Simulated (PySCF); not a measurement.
# Ionising SbH

r²SCAN; basis Sb cc-pVTZ-PP with ECP28, H cc-pVTZ; scalar-relativistic core potentials; PySCF 2.14. Neutral (UKS): triplet (π ↑↑), Re = 1.720 Å, ωe = 1922 cm⁻¹, De = 2.64 eV, HOMO -5.78 eV, LUMO -3.27 eV.

SbH⁺ (UKS): doublet (π ↑), Re = 1.716 Å, ωe = 1981 cm⁻¹, De = 2.77 eV to Sb⁺ + H. The energies at the minima are -240.90693 hartree for SbH and -240.57437 for SbH⁺.

Problem. Work out the adiabatic ionisation energy, without and with harmonic zero-point energies (1 hartree = 27.2114 eV, 1 eV = 8065.5 cm⁻¹), and the change of the bond length.

Solution. At r²SCAN: 0.33256 hartree = 9.049 eV between the minima; the zero-point term (1981.0 − 1922.0)/2 cm⁻¹ = +0.004 eV makes it 9.053 eV. Re changes by -0.4 pm against the neutral. The electron leaves a π orbital, which is non-bonding in a hydride.

Spin–orbit coupling is left out, which matters for elements this heavy, above all for dissociation energies. For an ion De counts to the pair picked by the measured ionisation energies or electron affinities, which need not be the lowest pair at this level. States were picked by a PBE0 search and need not be the measured ground states.
